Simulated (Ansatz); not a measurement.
Two isomers of CH4ClOSi: A = `C[Si](O)Cl`•, B = `[CH2][SiH](O)Cl`•.

Computed with Ansatz on PBE0-D4/def2-TZVP structures; ΔE is electronic, products minus reactants. CCSD(T)/CBS is the MP2 limit (def2-TZVPP, def2-QZVPP) plus CCSD(T) − MP2 in def2-TZVPP, frozen cores. This one scheme is used for every species. Functionals use def2-TZVPP. B3LYP here is the variant with VWN-RPA as its local correlation; programs differ in this. No spin–orbit coupling; open shells (•) take unrestricted orbitals. One conformer a species, not always the lowest.

Which isomer does CCSD(T)/CBS put lower? Give the gap. (An estimate is asked.)

The calculation gave: A, by 10.4 kcal/mol.

Give E(B) − E(A) in kcal/mol with B2PLYP, B3LYP, PBE-D4, ωB97M-V, B3LYP-D4, CCSD/def2-TZVPP, BLYP-D4. (Estimate.)

The calculation gave: B2PLYP 11.2, B3LYP 11.6, PBE-D4 15.6, ωB97M-V 10.4, B3LYP-D4 11.7, CCSD/def2-TZVPP 9.0, BLYP-D4 13.4. None reverses the order clearly.

Does the order hold for the free energy at 298.15 K (harmonic terms from PBE0-D4)? (An estimate is asked.)

Computed: Yes: G(B) − G(A) = +7.5 kcal/mol, for one conformer each.

Largest T1 diagnostic: 0.013.

From PBE to PBE0 (25 % exact exchange), in def2-TZVPP and without D4, E(B) − E(A) moves by −2.4 kcal/mol. Leaving LDA and LC-ωPBE aside and taking each functional with its dispersion term where it has one, the values, not all of them listed here, spread over 7.1 kcal/mol, from BHLYP-D4 to PBE-D4. LDA lies +3.4 kcal/mol from PBE without D4.
